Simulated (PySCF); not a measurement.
Structure problem from calculated spectra and properties.

Formula: C6H14BP.

- 13C NMR: chemical shifts (computed TMS as zero) by class: 159.4 (1 C), 127.4 (1 C), 34.5 (1 C), 16.1 (1 C), 15.9 (1 C), 12.6 (1 C) ppm [GIAO HF/pcSseg-1]
- Valence photoelectron: vertical ionisation energy: 9.08 eV [ΔSCF CAM-B3LYP/def2-SVPD]
- Triplet: lowest triplet excitation (Tamm–Dancoff): 4.06 eV [TDA CAM-B3LYP/def2-SVPD]
- 1H NMR: chemical shifts (computed TMS as zero) by class: 4.94 (1 H), 2.22 (1 H), 2.20 (1 H), 1.97 (3 H), 1.87 (3 H), 1.66 (1 H), 1.54 (1 H), 0.81 (3 H) ppm [GIAO HF/pcSseg-1]
- Rotational structure: rotational constants A, B, C: 2.472, 1.415, 0.975 GHz [PBE0-D3(BJ)/def2-SVP]
- UV, first state: lowest singlet excitation: 6.37 eV (195 nm, f = 0.321) [TDDFT CAM-B3LYP/def2-SVPD]
- NMR, other nuclei: isotropic shieldings of nuclei other than C and H, by class: 154 (1 B), 351 (1 P) ppm [GIAO HF/pcSseg-1]
- Polarisability: 114.2 au [CAM-B3LYP/def2-SVPD]

The electronic properties come from PySCF, for the isolated species, density fitting. Levels stand in brackets. Geometry: PBE0-D3(BJ)/def2-SVP, one conformer, isolated molecule. NMR classes are plain means over equivalent atoms (diastereotopic ones count apart unless rotation or inversion swaps them), as if these changed places fast.

Question: Give a SMILES that accounts for the data.

Answer: Numbering: `[BH3-:1][P@H+:2]1[CH2:3][CH2:4][C:5]([CH3:6])=[C:7]1[CH3:8]`. 6 carbons fall into 6 classes; from least to most shielded: fully substituted alkene carbon [C5] (159.4 ppm), fully substituted alkene carbon [C7] (127.4 ppm), allylic carbon [C4] (34.5 ppm), allylic carbon [C6] (16.1 ppm), ring sp3 carbon bound to phosphorus [C3] (15.9 ppm), allylic carbon [C8] (12.6 ppm). Hydrogen classes from least to most shielded: 1 H on a phosphorus bonded to B, 2 C and H, P2 (4.94 ppm), 1 H on an allylic carbon, C4 (2.22 ppm), 1 H on an allylic carbon, C4 (2.20 ppm), 3 H on an allylic carbon, C8 (1.97 ppm, a mean of values up to 0.7 ppm apart in this geometry), 3 H on an allylic carbon, C6 (1.87 ppm, a mean of values up to 0.9 ppm apart in this geometry), 1 H on an sp3 carbon bound to phosphorus, C3 (1.66 ppm), 1 H on an sp3 carbon bound to phosphorus, C3 (1.54 ppm), 3 H on a four-coordinate boron, B1 (0.81 ppm). The other shieldings belong to: 154 ppm, four-coordinate boron [B1]; 351 ppm, phosphorus bonded to B, 2 C and H [P2]. The first electron is taken from the HOMO, whose largest Löwdin shares are 0.27 on a fully substituted alkene carbon, 0.25 on a fully substituted alkene carbon, 0.08 on the phosphorus bonded to B, 2 C and H and 0.06 on the four-coordinate boron. The optimised geometry has point group C1 and is an asymmetric top. Structure: `[P@@H+]1([BH3-])C(=C(C)CC1)C`. Computed isomers that give other values at the same levels: `[BH3-][P+]1(C(C)(C)C)C=C1` (lowest singlet excitation: 5.70 eV (218 nm, f = 0.007)); `C[C@@H]1CCC[C@@H]1BP` (rotational constant A: 3.215 GHz; this holds for the one conformer computed). The assignments are read from this structure; whether some other isomer fits the data as well wasn't checked. The mirror image fits equally.
